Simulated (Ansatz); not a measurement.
CH6AsNSi, SMILES `C[As]1N[SiH2]1`. Total charge 0; spin multiplicity 1.

Z-matrix (Å, degrees):
```
C
As 1 1.985
H 1 1.090 2 112.3
H 1 1.091 2 108.7 3 -121.3
H 1 1.092 2 108.6 3 120.9
N 2 1.925 1 101.4 3 34.6
Si 2 2.301 1 96.4 3 -12.4
H 6 1.007 2 122.2 1 45.0
H 7 1.486 2 117.6 1 -9.3
H 7 1.482 2 125.5 1 -161.1
```

What are the harmonic wavenumbers in cm⁻¹ at PBE0-D4/def2-TZVP (Ansatz, finite differences of forces, unscaled)? (Estimate.)

Computed: 128, 183, 218, 334, 424, 481, 524, 566, 646, 711, 813, 835, 890, 957, 982, 1265, 1446, 1456, 2215, 2243, 3051, 3142, 3155, 3639.

Is this a minimum?

Yes, all 24 modes are real.

Give the ideal-gas thermochemistry at 298.15 K and 1 bar (rigid rotor, harmonic oscillator; point group C1, symmetry number 1).

Zero-point energy 181.3 kJ/mol; H(298) − E = 200.8 kJ/mol; entropy 333.5 J/(mol·K), of which translation 170.0, rotation 110.4, vibration 53.0; G(298) − E = 101.3 kJ/mol.
